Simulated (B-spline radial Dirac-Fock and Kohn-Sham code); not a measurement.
**Elastic scattering of 5 keV electrons by neutral technetium**

Calculated with a radial atomic solver, using relativistic (Dirac) partial waves in the static field of the Dirac-Fock atom with Furness-McCarthy exchange, without polarisation or absorption potentials.

| θ (°) | dσ/dΩ (a₀²/sr) | Sherman function |
| --- | --- | --- |
| 0 | 278 | 0.000 |
| 1 | 234 | 0.000 |
| 2 | 152 | 0.000 |
| 3 | 88.5 | 0.000 |
| 5 | 32.0 | 0.000 |
| 7 | 13.6 | 0.000 |
| 10 | 4.80 | 0.000 |
| 15 | 1.45 | -0.001 |
| 20 | 0.613 | -0.001 |
| 25 | 0.307 | -0.001 |
| 30 | 0.178 | 0.001 |
| 40 | 0.0801 | 0.010 |
| 50 | 0.0441 | 0.020 |
| 60 | 0.0273 | 0.023 |
| 70 | 0.0187 | 0.013 |
| 80 | 0.0140 | -0.009 |
| 90 | 0.0114 | -0.037 |
| 100 | 0.00990 | -0.062 |
| 110 | 0.00913 | -0.076 |
| 120 | 0.00879 | -0.079 |
| 130 | 0.00869 | -0.073 |
| 140 | 0.00874 | -0.062 |
| 150 | 0.00884 | -0.048 |
| 160 | 0.00894 | -0.032 |
| 170 | 0.00902 | -0.016 |
| 180 | 0.00905 | 0.000 |

Q: What integrated cross sections go with this distribution?

A: The total elastic cross section is 3.88 a₀², the first transport cross section 0.200 a₀² and the second, weighted with (3/2) sin²θ, 0.339 a₀². The mean deflection is ⟨1 − cos θ⟩ = 0.0516, and 1.5 % of the collisions scatter beyond 90°.

On this grid of angles the cross section has a minimum near 130°.
